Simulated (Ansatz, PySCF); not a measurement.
This Ansatz (a quantum-chemistry and plane-wave program) input computes a PBE0/def2-TZVPD energy:

Ansatz 0.2 input:
```yaml
crystal:
  periodic: [false, false, false]
  atoms:
    - {symbol: Si, position_ang: [0.80197483, -0.19760247, 0.60595417]}
    - {symbol: H, position_ang: [2.06331240, -0.51011346, -0.15628702]}
    - {symbol: Cl, position_ang: [-0.78182117, 0.19273812, -0.48982772]}
basis:
  gaussian:
    orbitals: def2-TZVPD
hamiltonian:
  xc: {name: PBE0}
total_charge: 1
magnetization: {spin_polarized: true, initial_magnetization: 1}
output: {forces: true}
```

Problem. Write an input for the same energy in PySCF and say what it gives.

Solution. 
```python
from pyscf import gto, scf, dft

mol = gto.M(
    atom='''
    Si    0.80197483   -0.19760247    0.60595417
    H     2.06331240   -0.51011346   -0.15628702
    Cl   -0.78182117    0.19273812   -0.48982772
    ''',
    basis='def2-tzvpd',
    charge=1,
    spin=1,
    verbose=4,
)

mf = dft.UKS(mol, xc='pbe0').density_fit(auxbasis='def2-universal-jkfit')
mf.grids.level = 3
mf.conv_tol = 1e-9
mf.max_cycle = 100
mf.max_memory = 1500
mf.kernel()
if not mf.converged:
    mf = mf.newton()
    mf.kernel(mf.make_rdm1())
for _ in range(2):
    mo, _, stable, _ = mf.stability(return_status=True)
    if stable:
        break
    mf.kernel(mf.make_rdm1(mo, mf.mo_occ))
mf.analyze()
```
It gives -749.69724 Eh, and Ansatz -749.69721 Eh, a difference of 0.03 mEh, from the treatment of integrals and grids.
